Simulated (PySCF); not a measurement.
**Excitation energy of Nb by level of theory**

Nb [Kr] 4d4 5s1 (6D) → Nb [Kr] 4d4 5p1 (high-spin determinant), as a difference of total energies. Calculation: PySCF 2.14, in aug-cc-pVDZ-PP with ECP28MDF (5s5p4d2f, 54 functions); scalar relativity through the core potential. Correlated levels: valence: 4s2 4p6 frozen. The calculations carry no spin-orbit coupling.

```tsv
method	excitation energy (cm⁻¹)
UHF	21593
MP2 (valence)	23156
SCS-MP2 (valence)	22114
CCSD (valence)	22727
CCSD(T) (valence)	22427
```

The determinant of the upper state mixes LS terms, which raises its energy above the lowest term, most at the Hartree-Fock and MP2 levels.
